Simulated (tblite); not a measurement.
Species: C9H9 (doublet state).
Geometry (GFN2-xTB, Å), atoms numbered from 1 in this order:
```xyz
18
C9H9 angstrom
C      4.5505   -0.3298   -0.2089
C      3.4177    0.0429   -0.3465
C      2.0928    0.5035   -0.5305
C      1.0583    0.0363    0.1123
C     -0.3927    0.1883    0.2331
C     -0.8150    1.3473   -0.5453
C     -1.0924    2.2950   -1.2233
C     -1.1227   -1.0849   -0.2397
C     -2.6174   -1.0079    0.0411
H      5.5363   -0.6645   -0.0809
H      2.0069    1.3076   -1.2732
H     -0.6459    0.3686    1.2880
H     -1.3703    3.1266   -1.8001
H     -0.9517   -1.2108   -1.3112
H     -0.6894   -1.9450    0.2755
H     -2.8040   -0.9272    1.1106
H     -3.0515   -0.1394   -0.4502
H     -3.1182   -1.9003   -0.3270
```

Computed with GFN2-xTB (tblite): harmonic, unscaled wavenumbers at the GFN2-xTB geometry, gas phase. Against measured fundamentals such values can be off by several per cent, at times by over 20. One conformer, not necessarily the lowest. Open shells enter through the occupations alone, without spin polarisation, and single modes of such species can be off by tens of per cent.

Harmonic wavenumbers (cm⁻¹): 31.8, 63.6, 72.2, 98.6, 134.2, 171.0, 236.5, 252.4, 287.7, 324.9, 385.7, 405.6, 479.8, 569.9, 608.4, 645.3, 656.6, 688.9, 723.5, 797.0, 870.3, 947.8, 973.9, 1061.7, 1076.5, 1108.0, 1108.9, 1190.7, 1218.1, 1226.8, 1271.8, 1330.5, 1415.3, 1484.6, 1501.4, 1503.9, 1757.5, 2255.4, 2266.8, 2801.7, 2867.4, 2974.6, 2987.1, 3026.2, 3034.4, 3039.6, 3386.4, 3394.8.

A = 3125, B = 803.6, C = 661.9 MHz; mass 117.070 u (most abundant isotopes); point group C1, symmetry number 1; spin multiplicity 2.

**Question.** What is the zero-point energy?

**Answer.** Half the sum of the wavenumbers: 30358 cm⁻¹ = 363.16 kJ/mol.

**Question.** Give the ideal-gas entropy at 350 K and 1 bar in the rigid-rotor, harmonic-oscillator model (classical rotation).

**Answer.** Translation 171.59, rotation 126.05, vibration 171.18, spin (R ln 2) 5.76: S = 474.6 J/(mol K).

**Question.** And Cp and H(350 K) − H(0)?

**Answer.** Cp = 189.92 J/(mol K), of which vibrations give 156.67 (their classical limit is 48 R = 399.1); H(350 K) − H(0) = 41.36 kJ/mol without the zero-point energy, 29.72 from vibrations.

**Question.** Blend soft modes into free rotors: weight 1/[1 + (100 cm⁻¹/ν̃)⁴] for the oscillator and the rest for a rotor with moment μB/(μ + B), μ = h/(8π²ν), B = 10⁻⁴⁴ kg m². What vibrational entropy results?

**Answer.** 153.41 J/(mol K) in place of 171.18, which changes −T·S at 350 K by +6.22 kJ/mol.

**Question.** Which modes carry the vibrational entropy at 350 K?

**Answer.** 31.8 cm⁻¹: 25.24; 63.6 cm⁻¹: 19.49; 72.2 cm⁻¹: 18.44; 98.6 cm⁻¹: 15.88; 134.2 cm⁻¹: 13.36; 171.0 cm⁻¹: 11.41 J/(mol K); the other 42 give 67.34 together.

**Question.** What must be added to the electronic energy to get the Gibbs energy at 350 K and 1 bar?

**Answer.** ZPE + [H(350 K) − H(0)] − T·S = 363.16 + 41.36 − 166.10 = 238.42 kJ/mol.

**Question.** How do the functions run with temperature in this model?

**Answer.** 
| T (K) | S (J/(mol K)) | Cp (J/(mol K)) | H − H(0) (kJ/mol) | G − H(0) (kJ/mol) | ln q(vib) |
| --- | --- | --- | --- | --- | --- |
| 150 | 351.1 | 110.6 | 11.10 | -41.57 | 4.23 |
| 250 | 417.3 | 151.8 | 24.24 | -80.09 | 7.39 |
| 298.15 | 445.7 | 170.7 | 32.00 | -100.88 | 8.84 |
| 400 | 501.1 | 207.1 | 51.29 | -149.14 | 11.82 |
| 600 | 596.1 | 261.8 | 98.52 | -259.12 | 17.30 |
| 900 | 713.2 | 315.5 | 185.74 | -456.16 | 24.69 |

q(vib) and H(0) count from the zero-point level.

Hindered rotation and anharmonicity are outside this model. Other conformers, if any are populated, would add a mixing term that is left out. The structure is chiral; the term R ln 2 for an equal mix with its mirror image is left out.
